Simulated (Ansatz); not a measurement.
`[OH][Al]([SiH3])[Cl]` + `N[SiH]1OC[Se]1` → `N[SiH2][Al]([OH])[Cl]` + `C1O[SiH2][Se]1`  (redistribution)

Calculated with Ansatz (gas phase, PBE0-D4/def2-TZVP geometries, no zero-point term in ΔE). CBS: MP2 limit from def2 TZ/QZ plus the TZ coupled-cluster correction, frozen cores. DFT in def2-TZVPP. B3LYP here is the variant with VWN-RPA as its local correlation; programs differ in this. For Se outer-core shells are correlated without core-valence functions, which leaves a few kJ/mol of doubt a bond. Scalar relativity is left out up to krypton. Each species was taken in one conformer, which may not be the lowest.

`[OH][Al]([SiH3])[Cl]`:

```xyz
8

O     0.543    1.840   -1.082
Al    0.573    0.185   -0.750
Si   -0.766   -0.672    1.091
Cl    1.773   -1.065   -1.943
H     1.042    2.258   -1.782
H    -2.199   -0.315    0.901
H    -0.656   -2.152    1.188
H    -0.309   -0.079    2.377
```

`N[SiH]1OC[Se]1`:

```xyz
10

N     0.962   -1.727   -0.141
Si   -0.321   -0.634   -0.175
O    -0.038    0.866   -0.846
C    -0.375    1.750    0.201
Se   -0.793    0.519    1.719
H     0.942   -2.594   -0.649
H     1.832   -1.559    0.334
H    -1.418   -1.355   -0.861
H    -1.257    2.341   -0.045
H     0.466    2.392    0.464
```

`N[SiH2][Al]([OH])[Cl]`:

Cartesian coordinates in Å:
```
N -0.522 -2.041 -0.584
Si -0.916 -0.356 -0.535
Al 0.747 1.079 0.565
O 0.565 2.755 0.687
Cl 2.484 0.209 1.404
H -0.485 -2.544 0.289
H 0.247 -2.329 -1.171
H -1.097 0.104 -1.940
H -2.218 -0.214 0.175
H 1.195 3.336 1.110
```

`C1O[SiH2][Se]1`:

Cartesian coordinates in Å:
```
C -0.916 -0.443 0.653
O -0.411 0.844 0.363
Si 0.882 0.496 -0.624
Se 0.315 -1.679 -0.348
H -1.933 -0.563 0.279
H -0.860 -0.660 1.720
H 0.742 1.067 -1.987
H 2.181 0.937 -0.056
```

```
             level  ΔE (kcal/mol)  difference from CCSD(T)/CBS
            PBE-D4           13.5                         -0.3
         r2SCAN-D4           14.1                          0.3
           PBE0-D4           13.8                          0.0
          B3LYP-D4           13.4                         -0.4
           ωB97X-V           13.7                         -0.1
           ωB97M-V           14.0                          0.2
            B2PLYP           13.5                         -0.3
               PBE           13.3                         -0.5
            r2SCAN           14.1                          0.3
              PBE0           13.6                         -0.2
             B3LYP           13.0                         -0.8
     HF/def2-TZVPP           12.7                         -1.1
    MP2/def2-TZVPP           14.1                          0.3
SCS-MP2/def2-TZVPP           13.3                         -0.5
   CCSD/def2-TZVPP           13.8                          0.0
CCSD(T)/def2-TZVPP           14.0                          0.2
     HF/def2-QZVPP           12.7                         -1.1
    MP2/def2-QZVPP           13.9                          0.1
SCS-MP2/def2-QZVPP           13.2                         -0.6
      HF/CBS(def2)           12.6                         -1.2
     MP2/CBS(def2)           13.9                          0.1
    CCSD/CBS(def2)           13.6                         -0.2
       CCSD(T)/CBS           13.8                            0
```

Largest T1 diagnostic among the species: 0.012.

In def2-TZVPP, CCSD(T) changes the Hartree–Fock value by +1.2 kcal/mol (the triples alone add +0.2 kcal/mol) and MP2 by +1.3 kcal/mol.
